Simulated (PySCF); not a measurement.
## Ionisation energy of Re²⁺ by level of theory

Re²⁺ [Xe] 4f14 5d5 (6S) → Re³⁺ [Xe] 4f14 5d4 (5D), as a difference of total energies. Calculation: PySCF 2.14, in cc-pVTZ-PP with ECP60MDF (5s5p4d2f1g, 63 functions); scalar relativity through the core potential. Correlated levels: valence: 5s2 5p6 frozen. The calculations carry no spin-orbit coupling.

```
           method  ionisation energy (eV)
              UHF                  27.243
            M06-L                  28.054
              LDA                  28.563
    MP2 (valence)                  27.827
SCS-MP2 (valence)                  27.438
```

Question: How much does correlation contribute at MP2 (valence)?

Answer: 27.827 − (27.243) = 0.584 eV, measured against UHF.

The reference lies between the lowest fine-structure levels, while these numbers refer to the centres of the terms.

Errors of the correlated levels include the incompleteness of this basis and the frozen core.

For comparison: 27 ± 1.6 eV (theoretical estimate listed by NIST; NIST Atomic Spectra Database, ionization energies).
